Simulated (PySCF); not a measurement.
**WCl from Hartree–Fock to correlated methods**

State: ⁶Σ⁺ (sextet), unpaired electrons σ ↑, π ↑↑, δ ↑↑. Set-up: PySCF, scalar-relativistic core potentials, basis sets W def2-TZVPPD with ECP60, Cl def2-TZVPPD. De refers to W (5d4 6s2) + Cl in their high-spin ground configurations, without counterpoise correction. The functionals are run spin-unrestricted. A positive dipole means W(−)Cl(+).

```
      Level  Re (Å)  ωe (cm⁻¹)  De (eV)  μ (D)  CPU s a point (SCF and correlation, without the integrals)
        UHF   2.353        355      n/a  -4.29                                                         2.1
    UHF-MP2   2.268        393      n/a    n/a                                                         3.5
UHF-SCS-MP2   2.287        383      n/a    n/a                                                         n/a
        LDA   2.238        399      n/a  -2.59                                                        0.78
        PBE   2.275        376      n/a  -2.88                                                         1.1
     PBEsol   2.254        389      n/a  -2.75                                                        0.69
     r²SCAN   2.281        377      n/a  -3.16                                                         1.3
      TPSSh   2.285        377      n/a  -3.22                                                         2.4
       PBE0   2.275        382      n/a  -3.32                                                           3
    r²SCAN0   2.280        381      n/a  -3.49                                                         2.5
        M06   2.283        382      n/a  -3.58                                                         2.5
  CAM-B3LYP   2.290        377      n/a  -3.45                                                         5.3
```

(1) What does a quarter of exact exchange do here, going from PBE to PBE0?

(2) What does the step from GGA to meta-GGA do here, going from PBE to r²SCAN?

(3) What does a quarter of exact exchange do here, going from r²SCAN to r²SCAN0?

Correlated steps freeze 5 core orbitals. De is left out where the level can put another filling of the metal’s s and d shells below the measured ground configuration, by anything from nothing to about 1 eV. Spin–orbit coupling is left out, which matters for elements this heavy, above all for dissociation energies. With d or f electrons several states lie close, and the lowest PBE0 determinant need not be the measured ground state.

The whole job (state search and all levels along the bond) took about 4.3 min on 2 threads of AMD EPYC 9R45 96-Core (shared host), peak memory 4.5 GiB.

Answers

(1) PBE0 less PBE: +0.0 pm in Re, +1.6 % in ωe. Exact exchange removes part of the self-interaction that spreads semilocal densities, and in most molecules shortens and stiffens the bond and lowers De; so it does here.

(2) r²SCAN less PBE: +0.6 pm in Re, +0.3 % in ωe. 

(3) r²SCAN0 less r²SCAN: -0.1 pm in Re, +1.1 % in ωe. Exact exchange removes part of the self-interaction that spreads semilocal densities, and in most molecules shortens and stiffens the bond and lowers De; so it does here.
